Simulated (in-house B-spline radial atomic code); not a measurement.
Tb⁴⁺. Computed with a B-spline radial atomic code. Model: all-electron spherical atom, spin shells full or empty, radial basis limit, no spin-orbit coupling, Breit or QED, empty-state partial waves extrapolated as (l+1/2)^-4, RPA, G0W0 and static COHSEX of the highest shell as one setting changes (uncorrelated shells keep exact exchange).

Without the two-electron picture change, core correlation of heavy ions comes too large.

Given: element Tb; charge 4; filled core Xe; hamiltonian one-electron scalar X2C; mean-field start PBE0; highest l of empty states 9; nuclear rms radius 5.06 fm; highest mean-field shell 4f up.

Shell: 4f 7 0 (electrons up and down).

```csv
lowest nl shells left uncorrelated,RPA correlation energy (hartree),G0W0 level (eV),G0W0 minus most complete (meV),COHSEX level (eV),linearised minus solved G0W0 (meV)
0,-5.1534,-67.479,0,-73.003,-39.9
1,-4.9526,-67.479,0,-73.003,-39.9
2,-4.7499,-67.478,0.5,-73.003,-39.9
3,-4.1647,-67.477,1.9,-73.001,-39.9
4,?,?,?,?,?
5,-3.405,-67.426,52.9,-72.95,-39.3
6,?,?,?,?,?
7,-2.2933,-67.326,152.6,-72.944,-38.2
8,-1.7748,-67.279,199.2,-72.636,-37.9
9,-0.82391,-67.437,41.7,-72.188,-42.4
10,-0.67508,-67.623,-144,-72.125,-46
11,-0.25049,-68.716,-1237.3,-71.666,-41.5
```

(1) What follows for lowest nl shells left uncorrelated = 6?

(2) What follows for lowest nl shells left uncorrelated = 4?

## Answers

(1) RPA correlation energy -2.4672 hartree; G0W0 level -67.352 eV; G0W0 minus most complete 126.2 meV; COHSEX level -73.03 eV; linearised minus solved G0W0 -38.4 meV.

(2) RPA correlation energy -3.9761 hartree; G0W0 level -67.466 eV; G0W0 minus most complete 12.3 meV; COHSEX level -72.986 eV; linearised minus solved G0W0 -39.8 meV.
